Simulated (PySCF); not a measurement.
BFH, SMILES [BH]F (connectivity only; charge and spin as stated), charge +1, multiplicity 1.

Geometry optimised at PBE0-D3(BJ)/def2-TZVPD. The spin state was assumed, not searched. The isomer is the one that the SMILES or the coordinates give; other isomers of the formula were not compared.

Two levels are set side by side: TDA-PBE/def2-TZVPD (PySCF) and TDA-ωB97X/def2-TZVPD (PySCF). Vertical, same geometry. The lowest singlet is HOMO−1→LUMO 50 %, HOMO−2→LUMO+1 50 % with PBE and HOMO→LUMO+1 96 % with the other functional; states are paired by order. Differences are taken from unrounded values.

```csv
quantity,TDA-ωB97X,TDA-PBE,TDA-PBE minus TDA-ωB97X
lowest singlet excitation (eV),11.47,10.91,-0.56
lowest triplet excitation (TDA) (eV),9.41,8.60,-0.81
first bright state (f over 0.05) (eV),11.47,10.93,-0.54
its oscillator strength,0.17,0.14,-0.03
```

A lower first singlet is the usual sign of a functional without exact exchange. Differences between two approximate levels are no errors against the true value.

Rough cost on one machine, each run with all the roots and properties that it gave: TDA-ωB97X against TDA-PBE about 3 times.
